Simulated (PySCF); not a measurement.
BH3, SMILES B (connectivity only; charge and spin as stated), charge +1, multiplicity 2. Geometry optimised at PBE-D3(BJ)/def2-TZVPD. The spin state was assumed, not searched. The isomer is the one that the SMILES or the coordinates give; other isomers of the formula were not compared.

All values below come from PBE-D3(BJ)/def2-TZVPD in PySCF.

Harmonic wavenumbers (cm⁻¹): 479, 839, 988, 1823, 2171, 2804. Rotational constants (GHz): 476.9, 140.1, 108.3; symmetry number 2.

Problem. Work out the zero-point energy and the ideal-gas rigid-rotor harmonic-oscillator thermochemistry at 298.15 K and 1 atm.

Solution. ZPE = ½ Σ hcν = ½ × 9104 cm⁻¹ = 13.01 kcal/mol. H − E(el) = 15.60 kcal/mol. Entropy in cal/(mol K): translation 33.82, rotation 13.08, vibration 0.99, spin 1.38, total 49.28. G − E(el) = 0.91 kcal/mol. Cp = 10.26 cal/(mol K).
